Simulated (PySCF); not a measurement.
## Working out the excitation energy of C

C [He] 2s2 2p2 (3P) → C [He] 2s1 2p3 (5S). Computed with PySCF 2.14 in x2c-TZVPPall (5s3p2d1f, 31 functions), with the spin-free X2C one-electron Hamiltonian (Gaussian nucleus). Frozen: nothing. Energies in hartree (1 hartree = 27.21139 eV):

```
            part   C (lower)   C (upper)
             UHF  -37.707437  -37.612538
CCSD correlation   -0.103457   -0.050888
             (T)   -0.002164   -0.000331
```

Problem. What does Hartree-Fock give?

Solution. (-37.612538) − (-37.707437) = 0.094899 hartree = 2.582 eV.

Problem. What do CCSD and CCSD(T) give?

Solution. The CCSD correlation energies differ by 0.052569 hartree = 1.430 eV and the triples by 0.001833 hartree = 0.050 eV, so CCSD gives 4.012 eV and CCSD(T) 4.062 eV.

Measured between the centres of the two terms (NIST): 4.179 eV, so CCSD(T) (valence and next inner shell) is off by -0.117 eV.

What remains against the reference includes basis incompleteness and higher excitations.
